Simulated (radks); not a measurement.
Problem. The mean radii <r> (bohr) of the occupied orbitals of an atom or ion are listed with their occupations. Calculated with a radial shooting solver on a logarithmic mesh with Libxc functionals: non-relativistic Kohn-Sham, exchange-only PBE, spin-polarised, spherical densities, point nucleus.

| orbital | occ. | <r> |
|---|---|---|
| 1s | 2 | 0.01892 |
| 2s | 2 | 0.07966 |
| 2p | 6 | 0.06730 |
| 3s | 2 | 0.2008 |
| 3p | 6 | 0.1912 |
| 3d | 10 | 0.1669 |
| 4s | 2 | 0.4412 |
| 4p | 6 | 0.4448 |
| 4d | 10 | 0.4515 |
| 4f | 14 | 0.4715 |
| 5s | 2 | 1.000 |
| 5p | 6 | 1.085 |
| 5d | 10 | 1.465 |
| 6s | 2 | 3.195 |

Name the element and its charge. Open shells, if any, are filled with parallel spins first.

Solution. Z = 80, mercury, charge 0: Hg in [Hg]. The 1s radius gives Z: for a bare nucleus <r> = 1.5/Z, 0.01875 bohr for Z = 80, and screening makes it slightly larger (0.01892 here). The occupations add up to 80, and the charge is Z minus that.
